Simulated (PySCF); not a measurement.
## How methods differ on the excitation energy of B

B [He] 2s2 2p1 (2P) → B [He] 2s1 2p1 3d1 (high-spin determinant), as a difference of total energies. Calculation: PySCF 2.14, in aug-cc-pVTZ-DK (5s4p3d2f, 46 functions); scalar relativity by spin-free X2C-1e. Correlated levels: valence: 1s2 frozen. The calculations carry no spin-orbit coupling.

| method | excitation energy (eV) |
| --- | --- |
| UHF | 10.913 |
| MP2 (valence) | 11.944 |
| SCS-MP2 (valence) | 12.227 |
| CCSD (valence) | 12.380 |
| CCSD(T) (valence) | 12.411 |

Question: How much does correlation contribute at CCSD(T) (valence)?

Answer: 12.411 − (10.913) = 1.498 eV, measured against UHF.

The upper state lies above the first ionisation limit, but in LS coupling its spin forbids autoionisation to the ground ion. A Rydberg-like electron needs more diffuse functions than a valence basis has.

The promoted electron is Rydberg-like, and one or two diffuse shells describe it only roughly, which tends to raise the upper state.

The determinant of the upper state mixes LS terms, which raises its energy above the lowest term, most at the Hartree-Fock and MP2 levels.
